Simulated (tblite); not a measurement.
Compound: C8H9O (doublet state).
Structure used (GFN2-xTB), in Å, numbered top down from 1:
```
atom  x, y, z in Å
C1     3.1988   -0.3401    0.3608
C2     2.2515    0.5329    0.5310
C3     0.8139    0.3484    0.2735
C4    -0.0541    1.3279    0.5753
C5    -1.5035    1.2067    0.4177
O6    -2.2583    2.1178    0.6833
C7    -1.9942   -0.1447   -0.0583
C8    -0.9913   -0.7950   -1.0019
C9     0.3557   -0.9545   -0.3046
H10    3.3442   -1.3406    0.0270
H11    2.4964    1.5159    0.9219
H12    0.2867    2.2733    0.9744
H13   -2.1285   -0.7697    0.8306
H14   -2.9705   -0.0223   -0.5295
H15   -1.3599   -1.7690   -1.3291
H16   -0.8682   -0.1661   -1.8869
H17    1.1037   -1.3302   -1.0048
H18    0.2689   -1.6842    0.5080
```

All values are computed: GFN2-xTB (tblite) harmonic vibrations without scaling, gas phase. This tight-binding method is rough: wavenumbers can miss measured ones by several per cent, in bad cases by 10 to 20. One conformer, not necessarily the lowest. Open shells enter through the occupations alone, without spin polarisation, and single modes of such species can be off by tens of per cent.

Harmonic wavenumbers (cm⁻¹): 70.8, 78.0, 166.4, 204.1, 248.6, 365.3, 396.0, 413.7, 460.2, 509.5, 544.2, 620.5, 636.6, 737.2, 791.8, 824.8, 876.7, 899.5, 915.4, 943.7, 984.4, 1040.9, 1086.2, 1118.3, 1133.5, 1179.6, 1202.6, 1214.6, 1229.6, 1287.2, 1311.8, 1339.8, 1347.3, 1448.1, 1459.6, 1488.4, 1609.9, 1675.9, 1720.5, 2932.9, 2945.0, 2976.0, 2984.2, 2985.5, 2990.8, 3002.0, 3077.5, 3195.6.

A = 3295, B = 1185, C = 899.1 MHz; mass 121.065 u (most abundant isotopes); point group C1, symmetry number 1; spin multiplicity 2.

Q: Zero-point energy?

A: ½Σν̃ = 31335 cm⁻¹ = 374.85 kJ/mol.

Q: Entropy at 200 K, 1 bar (ideal gas, RRHO, classical rotation)?

A: Translation 160.37, rotation 115.96, vibration 56.36, spin (R ln 2) 5.76: S = 338.5 J/(mol K).

Q: And Cp and H(200 K) − H(0)?

A: Cp = 103.52 J/(mol K), of which vibrations give 70.26 (their classical limit is 48 R = 399.1); H(200 K) − H(0) = 13.13 kJ/mol without the zero-point energy, 6.48 from vibrations.

Q: Which modes carry the vibrational entropy at 200 K?

A: 70.8 cm⁻¹: 14.01; 78.0 cm⁻¹: 13.23; 166.4 cm⁻¹: 7.30; 204.1 cm⁻¹: 5.83; 248.6 cm⁻¹: 4.51; 365.3 cm⁻¹: 2.32 J/(mol K); the other 42 give 9.16 together.

Q: How do the functions run with temperature in this model?

A: 
| T (K) | S (J/(mol K)) | Cp (J/(mol K)) | H − H(0) (kJ/mol) | G − H(0) (kJ/mol) | ln q(vib) |
| --- | --- | --- | --- | --- | --- |
| 150 | 311.7 | 83.7 | 8.46 | -38.30 | 1.93 |
| 250 | 363.8 | 124.6 | 18.83 | -72.12 | 3.87 |
| 298.15 | 387.5 | 145.4 | 25.33 | -90.21 | 4.86 |
| 400 | 436.3 | 187.6 | 42.33 | -132.18 | 7.04 |
| 600 | 525.4 | 252.2 | 86.73 | -228.51 | 11.48 |
| 900 | 640.2 | 312.8 | 172.30 | -403.90 | 18.03 |

q(vib) and H(0) count from the zero-point level.

Hindered rotation and anharmonicity are outside this model. Other conformers, if any are populated, would add a mixing term that is left out. The structure is chiral; the term R ln 2 for an equal mix with its mirror image is left out.
